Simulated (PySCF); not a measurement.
Compound: SiEt2(NCO)2, C6H10N2O2Si.
Bonds: Si1–C2, Si1–C9, Si1–N16, Si1–N19, C2–C3, C9–C10, N16–C17, C17–O18, N19–C20, C20–O21. Hydrogens: H4, H5 on C2; H6, H7, H8 on C3; H11, H12 on C9; H13, H14, H15 on C10.

The calculation used PySCF 2.14.0, PBE0-D3(BJ)/def2-SVP geometry optimisation, gas phase.

(1) Give the optimised bond lengths and angles.

Results:

(1) 
```
                  bond  length (bohr)
        Si1–C2, Si1–C9          3.523
      Si1–N16, Si1–N19          3.267
         C2–C3, C9–C10          2.884
C2–H4 and 3 like bonds          2.087
C3–H6 and 5 like bonds          2.080
      N16–C17, N19–C20          2.262
      C17–O18, C20–O21          2.207
```

Bonds in one row agree within 0.02 bohr and their mean is given. A selection of angles:
```
      angle  degrees
  C2–Si1–C9    114.6
 C2–Si1–N16    108.9
N16–Si1–N19    106.8
  Si1–C2–C3    114.4
  Si1–C2–H4    107.2
   C3–C2–H4    110.7
   H4–C2–H5    105.8
   C2–C3–H6    111.6
   H6–C3–H7    107.5
Si1–N16–C17    174.0
N16–C17–O18    179.2
```

Dihedral angles: C9–Si1–C2–C3 -179° (antiperiplanar); C2–Si1–C9–C10 180° (antiperiplanar). The mirror-image conformer, all signs reversed, is as good.

Si1 (silicon bonded to 2 C and 2 N) is distorted tetrahedral (angles from 106.8° to 114.6°).

Point group: near C2v, missed by 0.16 Å at most; the miss may be what the optimiser left on a soft mode (C2 holds within 0.08 Å). Stationary, but not proved a minimum. The numbers are those of one conformer.

On 2 threads of an Intel Xeon 6975P-C (shared host), this took 2.3 min wall, 5.8 min CPU and 1.1 GiB of memory at its peak. This is the geometry optimisation.
